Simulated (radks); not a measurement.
Problem. All-electron atom: Re2+ in [Xe] 4f14 5d5 (the NIST ground configuration). Method: scalar-relativistic Kohn-Sham, r2SCAN, spin-polarised, spherical densities, finite nucleus; open shells are filled with parallel spins first (spin-orbit coupling, left out, can overturn this in heavy ions); meta-GGA in the generalised Kohn-Sham scheme; Fermi nuclear charge, rms radius 5.3698 fm; computed with a radial shooting solver on a logarithmic mesh with Libxc functionals. Some entries of the table are withheld. Estimate them.

orbital  occ.  eigenvalue (eV)  <r> (bohr)
1s down     1        -71747.13     0.01804
1s up       1        -71747.10     0.01804
2s up       1        -12479.63     0.07621
2s down     1        -12479.23     0.07620
2p up       3        -10891.13     0.06835
2p down     3        -10890.82     0.06835
3s up       1        -2911.723      0.1972
3s down     1        -2911.706      0.1972
3p up       3        -2441.142      0.1977
3p down     3        -2441.093      0.1977
3d up       5        -1906.532      0.1793
3d down     5        -1906.321      0.1793
4s up       1        -626.3514      0.4406
4s down     1        -626.0679      0.4407
4p up       3        -471.2963      0.4683
4p down     3        -471.0561      0.4684
4d up       5        -275.7253      0.5000
4d down     5        -275.4332      0.4999
5s up       1        -104.5358       1.045
5s down     1        -101.9392       1.033
5p up       3         -66.1886         (1)
5p down     3         -62.5733         (2)
4f up       7         -59.1686      0.5829
4f down     7         -58.5753      0.5772
5d up       5         -22.9759       1.752
6s up       0         -20.6940         (3)
5d down     0         -17.8428       1.762
6p up       0         -13.2798       3.339

Solution. 
(1) 5p up <r> (bohr): 1.216
(2) 5p down <r> (bohr): 1.195
(3) 6s up <r> (bohr): 2.637
